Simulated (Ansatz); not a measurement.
Species: IrO3 (charge 0, quartet). The spin state was set by rule; other spins were not relaxed. 
Coordinates optimised at B3LYP-D3(BJ)/def2-TZVP (Ansatz, a quantum-chemistry and plane-wave program):
SMILES: [Ir](=[O])(=[O])=[O]
```xyz
4

Ir     0.0357    -0.0282    -0.0412
O     -1.2628    -1.1974     0.0197
O     -0.2448     1.4594    -0.9161
O      1.1645     0.0094     1.2933
```
Charge 0, spin multiplicity 4.

Wanted: vertical ionisation energy (to the triplet state of charge +1; each state is the SCF solution reached for its spin; the molecule has degenerate orbitals, so one determinant may break the symmetry; the UHF <S^2> is 3.03 for the triplet (pure: 2.00); for the triplet T1 is 0.098; for the quartet T1 is 0.112), in eV. Open shells are spin-unrestricted. Spin-orbit coupling is left out. In def2 rows, elements after Kr have scalar-relativistic effective core potentials. 

```
level                 program  vertical ionisation energy (eV)
--------------------  -------  -------------------------------
HF/def2-TZVPPD         Ansatz                             9.39
B3LYP/def2-TZVPD       Ansatz                            10.86
BHLYP/def2-TZVPD       Ansatz                            10.74
CAM-B3LYP/def2-TZVPD   Ansatz                            11.00
wB97M-V/def2-TZVPD     Ansatz                            10.86
wB97X-V/def2-TZVPD     Ansatz                            10.88
```
